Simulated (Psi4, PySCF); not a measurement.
B2, triplet, geometry from GFN2-xTB, atoms displaced at random by about 0.03 Å a coordinate. Base run: R2SCAN/STO-3G, gradient run with PySCF.

The PySCF input:
```python
from pyscf import gto, scf, dft

mol = gto.M(
    atom='''
B    -0.012755    0.022096   -0.709826
B     0.026135    0.015659    0.667506
''',
    basis='sto-3g',
    charge=0,
    spin=2,
    verbose=3,
)

mf = dft.UKS(mol)
mf.xc = 'r2scan'
mf.kernel()
g = mf.nuc_grad_method()
grad = g.kernel()
```

Programs used: Psi4, PySCF; a row that names a program was run with it.

The coordinate followed is y of atom 1.

The base run was repeated with changes; each row names its change, and settings that it needs were set with it.

```csv
change,dE/dx (Eh/bohr),net force (Eh/bohr),outcome
base,-0.000787,0.000000,converged
conv_tol = 1e-4,-0.000786,0.000000,converged
finite difference step (bohr) = 0.01; conv_tol = 1e-11,-0.000783,-,converged
finite difference step (bohr) = 1e-3; conv_tol = 1e-11,-,-,not converged
grids.level = 5; grid_response = on,-0.000787,0.000000,converged
grid_response = on,-0.000783,0.000000,converged
conv_tol = 1e-6,-0.000787,0.000000,converged
code = psi4,-0.000787,0.000000,converged
grids.level = 5; grid_response = off,-0.000785,0.000000,converged
conv_tol = 1e-11,-0.000786,0.000000,converged
density fitting = on; auxbasis_response = off,-0.000787,0.000000,converged
finite difference step (bohr) = 1e-4; conv_tol = 1e-11,-0.000783,-,converged
```

The net force is zero for an exact gradient.

Open shells are given as the SCF converged; they aren't shown to be the lowest states, and a large step between rows can be another state.
